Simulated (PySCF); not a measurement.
Bond stretch in MgO, singlet.

Computed with: RHF/6-31G (PySCF); RCCSD(T) = CCSD(T) on RHF/6-31G, 2 core orbitals frozen (PySCF); UHF/6-31G (PySCF); UKS-BHandHLYP = unrestricted BHandHLYP/6-31G (PySCF); UCCSD(T) = CCSD(T) on UHF/6-31G, 2 core orbitals frozen (PySCF).

Energies are in kJ/mol, each relative to the lowest point of its own curve near equilibrium.

```csv
R / Å,RHF,RCCSD(T),UHF,UKS-BHandHLYP,UCCSD(T)
1.38,344.7,356.4,397.3,371.1,368.3
1.49,144.6,154.4,201.9,180.1,163.3
1.55,81.8,89.2,138.1,118.3,95.3
1.63,31.8,35.9,83.5,67.5,30.2
1.67,17.2,20.1,57.2,55.3,70.7
1.73,4.7,6.1,28.1,27.2,38.5
1.81,0.0,0.0,6.6,6.5,12.9
1.83,0.3,0.1,3.7,3.6,8.9
1.93,7.6,7.4,0.0,0.0,0.0
2.00,16.1,17.4,5.7,5.4,2.1
2.17,40.4,51.7,37.0,34.5,24.2
2.31,59.7,86.1,72.8,67.0,51.7
2.57,88.6,156.4,146.4,128.1,103.8
2.89,111.6,241.9,221.1,179.4,111.7
3.10,121.0,287.2,237.5,198.7,244.6
3.49,130.8,332.6,248.0,217.5,318.6
3.83,134.6,344.0,250.7,224.5,—
4.20,136.5,346.9,251.8,227.9,—
4.69,137.4,347.8,252.5,229.7,—
5.19,137.7,348.1,252.9,230.4,—
6.04,137.9,348.4,253.3,230.7,—
6.96,137.9,348.4,253.5,230.8,—
```

At the longest distance, 6.96 Å, RCCSD(T) lies highest above its minimum (348.4 kJ/mol) and RHF lowest (137.9 kJ/mol).

Dashes: no converged value, or the column stops at the first point that the program doubted or that broke a chosen test of continuity, which isn't proof of a fault.

The restricted form behind RHF keeps the bonding electrons paired and can't separate into open-shell fragments. The T1 diagnostic of CCSD on the restricted reference of RCCSD(T) exceeds 0.045 at 1.38 to 1.67, 1.81 to 3.10 Å. The unrestricted solution behind UHF, UCCSD(T) changes between 2.57 and 2.89 Å, which can leave a kink. The unrestricted determinant behind UHF, UCCSD(T) is spin-contaminated at 1.38 to 6.96 Å (<S²> up to 2.0, against 0.00 for a pure singlet). The unrestricted determinant behind UKS-BHandHLYP is spin-contaminated at 1.38 to 6.96 Å (<S²> up to 1.1, against 0.00 for a pure singlet).
